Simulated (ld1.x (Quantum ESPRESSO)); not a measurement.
## Cutoff test, C, ultrasoft

- Element: C
- Generator: ld1.x (Quantum ESPRESSO) 7.5
- Type: ultrasoft
- Functional: LDA (PZ)
- Relativity: non-relativistic
- Frozen core: [He]
- Valence charge: 4
- Reference configuration: 2s2 2p1.5 (charge +0.5)
- Partial waves: 2s (bound): rcut 0.85, rcutus 1.00 bohr; 2s channel at -0.4 Ry: rcut 0.85, rcutus 1.00 bohr; 2p (bound): rcut 1.80, rcutus 2.15 bohr; 2p channel at 0.05 Ry: rcut 1.80, rcutus 2.15 bohr
- Local potential: all-electron potential smoothed inside 0.75 bohr (lloc = -1)
- Core correction: a·sin(br)/r model core inside 1.05 bohr
- Augmentation charge: built from norm-conserving waves at rcut, not smoothed further

The pseudo-atom Hamiltonian at the reference potential is diagonalised in spherical Bessel functions j_l(qr) that vanish at 20 bohr, with q² up to the cutoff. All-electron valence levels (Ry): 2s -1.4138, 2p -0.7975.

How do the lowest levels (Ry) of each channel move with the cutoff, and are there ghosts?

```csv
cutoff (Ry),s #1,s #2,p #1,d #1,d #2,f #1,Σ f·Δε (mRy)
8,-1.3789,-0.1595,-0.7495,-0.0165,0.0658,0.0414,142.0
10,-1.3801,-0.1595,-0.7775,-0.0165,0.0657,0.0414,97.7
12,-1.3837,-0.1598,-0.7905,-0.0165,0.0657,0.0414,70.8
15,-1.3891,-0.1604,-0.7967,-0.0165,0.0656,0.0414,50.8
18,-1.3979,-0.1612,-0.7974,-0.0165,0.0656,0.0414,32.0
21,-1.4030,-0.1618,-0.7975,-0.0165,0.0656,0.0414,21.7
30,-1.4110,-0.1626,-0.7976,-0.0165,0.0656,0.0414,5.7
35,-1.4129,-0.1628,-0.7976,-0.0165,0.0656,0.0414,2.0
40,-1.4135,-0.1629,-0.7976,-0.0165,0.0656,0.0414,0.7
45,-1.4136,-0.1629,-0.7976,-0.0165,0.0655,0.0414,0.4
50,-1.4137,-0.1629,-0.7976,-0.0165,0.0655,0.0414,0.3
400,-1.4138,-0.1629,-0.7976,-0.0165,0.0655,0.0414,0.0
```

Result: no extra level below or beside the all-electron valence levels (s, p, d, f tested); 10 mRy is reached at 30 Ry and 1 mRy at 40 Ry.
